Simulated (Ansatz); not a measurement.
`CO[SiH](C)Cl` + H–F → `CO[SiH](C)F` + HCl at 400 K and 1 bar (ligand exchange at the Si–Cl bond).

Gas-phase electronic energies from Ansatz, PBE0-D4/def2-TZVP geometries. CBS: MP2 limit from def2 TZ/QZ plus the TZ coupled-cluster correction, frozen cores. This one scheme is used for every species. One conformer a species, not always the lowest.

```
       species  CCSD(T)/CBS energy (Eh)  H − E (kJ/mol)  S (J/(mol·K))
`CO[SiH](C)Cl`               -904.45266           272.6          403.2
           H–F               -100.39570            36.5          182.2
 `CO[SiH](C)F`               -544.48370           274.3          392.7
           HCl               -460.38127            29.6          195.4
```

H − E and S are ideal-gas, rigid-rotor, harmonic terms from PBE0-D4/def2-TZVP, for one conformer and one mirror image of each species. 1 Eh = 2625.50 kJ/mol, R = 8.31446 J/(mol·K).

Task: By hand: ΔE, ΔH, ΔS and ΔG.

Result: ΔE = (-544.48370) + (-460.38127) − (-904.45266) − (-100.39570) = -0.01661 Eh = -43.6 kJ/mol. Δ(H − E) = 274.3 + 29.6 − 272.6 − 36.5 = -5.2, so ΔH = -48.8 kJ/mol. ΔS = 392.7 + 195.4 − 403.2 − 182.2 = 2.7 J/(mol·K). ΔG = -48.8 − 400 × (2.7)/1000 = -49.9 kJ/mol.

Task: By hand: the equilibrium constant, and the temperature at which ΔG would vanish if ΔH and ΔS stayed fixed.

Result: log₁₀ K = −ΔG/(RT ln 10) = 6.5. ΔH and −TΔS have one sign here, so there is no such temperature. One of them is within its doubt of zero, so this could turn.

The number of gas molecules stays the same, so ΔS is small and ΔH decides. A doubt of 5 kJ/mol in ΔE shifts log₁₀ K by 0.7 here. Other conformers and mirror images would add mixing entropy, several J/(mol·K) or more a flexible species. These are equilibria of isolated gas molecules and say nothing of rates. Largest T1 diagnostic: 0.011 (customary marks: 0.02 for closed shells, 0.045 for open ones).
